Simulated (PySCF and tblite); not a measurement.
Values are calculated unless marked as measured or tabulated.
Rotation: stationary points, barriers and rates

System: C₅H₁₁NS, numbered as in [CH3:1][CH:2]([CH3:3])[N:4]([CH3:5])[CH:6]=[S:7].

Motion: rotation about the C2–N4 bond (torsion C1–C2–N4–C5 from -49° to 117°, rising). Level: PBE/pcSseg-1 + D3(BJ) on GFN2-xTB stationary points, with GFN2-xTB thermal terms. Rates follow Eyring's equation with the number of equivalent paths and no tunnelling. Run with tblite and PySCF.

```
 point  symmetry  E(GFN2) kcal/mol  E(DFT) kcal/mol  ZPE change kcal/mol  lowest mode cm⁻¹  dipole D
 start        C1               0.0              0.0                 0.00                33      4.81
saddle        C1               7.5             10.1                 0.31               59i      4.88
   end        Cs               1.7              2.9                 0.00                70      4.74
```

- Electronic barrier: 10.1 kcal/mol
- Barrier with zero-point energy: 10.4 kcal/mol
- ΔH‡ (298 K): 9.7 kcal/mol
- ΔS‡ (298 K, symmetry apart): -5.8 cal/(mol K)
- Paths: 1 equivalent path
- End point: a different minimum
- Mean lifetime of the start against this motion at 298 K: 36 µs
- Cost: 2.2 min on 1 thread of Arm Neoverse V1, on a host shared with other jobs (rough), peak memory 0.72 GiB, launched as `OMP_NUM_THREADS=1 python ens_run.py task.json out`

```json
{"T/K": "150", "ΔG‡ kcal/mol": "10.8", "k s⁻¹": "0.00062", "ΔG kcal/mol": "3.0", "k back s⁻¹": "32"}
{"T/K": "200", "ΔG‡ kcal/mol": "11.0", "k s⁻¹": "4.3", "ΔG kcal/mol": "3.0", "k back s⁻¹": "1.8×10⁴"}
{"T/K": "250", "ΔG‡ kcal/mol": "11.2", "k s⁻¹": "878", "ΔG kcal/mol": "3.1", "k back s⁻¹": "8.4×10⁵"}
{"T/K": "298", "ΔG‡ kcal/mol": "11.4", "k s⁻¹": "2.8×10⁴", "ΔG kcal/mol": "3.1", "k back s⁻¹": "9.9×10⁶"}
{"T/K": "350", "ΔG‡ kcal/mol": "11.6", "k s⁻¹": "4×10⁵", "ΔG kcal/mol": "3.1", "k back s⁻¹": "6.7×10⁷"}
{"T/K": "400", "ΔG‡ kcal/mol": "11.9", "k s⁻¹": "2.7×10⁶", "ΔG kcal/mol": "3.1", "k back s⁻¹": "2.7×10⁸"}
{"T/K": "500", "ΔG‡ kcal/mol": "12.4", "k s⁻¹": "4.1×10⁷", "ΔG kcal/mol": "3.1", "k back s⁻¹": "1.9×10⁹"}
```

ΔG and ΔG‡ leave out symmetry numbers and mirror images; rates count paths: 1 out, 2 back.
